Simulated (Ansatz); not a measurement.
C2H5BrOSi, SMILES `C=CO[SiH2]Br`, relaxed with RKS PBE0-D4/def2-TZVP in Ansatz 0.2.0 from a PBE-D4/def2-SVP geometry. The force threshold is 0.005 eV/Å; the program also tests the step.

Charge 0, multiplicity 1.

Start:

```xyz
10

C     0.107   -1.931   -0.956
C     0.048   -0.909   -0.088
O     0.205    0.393   -0.482
Si    0.089    1.738    0.522
Br   -2.021    2.072    1.186
H     0.278   -1.755   -2.028
H    -0.024   -2.959   -0.593
H    -0.130   -1.072    0.992
H     0.914    1.532    1.758
H     0.534    2.891   -0.313
```

| step | energy (eV) | largest force (eV/Å) | largest move (Å) |
| --- | --- | --- | --- |
| 1 | -82113.8258 | 0.670 | 0.000 |
| 2 | -82113.8847 | 0.477 | 0.043 |
| 3 | -82113.8935 | 0.143 | 0.033 |
| 4 | -82113.8956 | 0.054 | 0.020 |
| 5 | -82113.8961 | 0.024 | 0.019 |
| 6 | -82113.8963 | 0.030 | 0.021 |
| 7 | -82113.8963 | 0.022 | 0.009 |
| 8 | -82113.8964 | 0.011 | 0.013 |
| 9 | -82113.8964 | 0.016 | 0.021 |
| 10 | -82113.8965 | 0.013 | 0.007 |
| 11 | -82113.8965 | 0.009 | 0.008 |
| 12 | -82113.8965 | 0.011 | 0.014 |
| 13 | -82113.8965 | 0.008 | 0.009 |
| 14 | -82113.8965 | 0.005 | 0.001 |
| 15 | -82113.8965 | 0.002 | 0.002 |

End:

```xyz
10

C     0.075   -1.898   -0.943
C     0.090   -0.902   -0.074
O     0.248    0.394   -0.459
Si    0.092    1.707    0.509
Br   -2.023    2.021    1.090
H     0.175   -1.720   -2.007
H    -0.040   -2.912   -0.590
H    -0.014   -1.067    0.996
H     0.851    1.517    1.766
H     0.546    2.859   -0.289
```

It took 32 s on 4 threads of an Intel Xeon 6975P-C on a shared host, with 0.64 GiB of host memory at the peak.
